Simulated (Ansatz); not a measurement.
Ansatz (an electronic-structure program) input (SVWN5/6-31G*):

Ansatz 0.2 input:
```yaml
crystal:
  periodic: [false, false, false]
  atoms:
    - {symbol: O, position_ang: [-0.72576827, -1.24571506, -0.07855872]}
    - {symbol: S, position_ang: [-0.02068496, 0.02563040, 0.22553294]}
    - {symbol: O, position_ang: [-0.67627828, 1.22533825, -0.35483931]}
    - {symbol: O, position_ang: [1.44341647, -0.03088397, -0.01766786]}
basis:
  gaussian:
    orbitals: 6-31G*
hamiltonian:
  xc: {name: SVWN5}
total_charge: -1
magnetization: {spin_polarized: true, initial_magnetization: 1}
output: {forces: true}
```

**Question.** What final total energy does it give?

**Answer.** -620.89376 Eh.
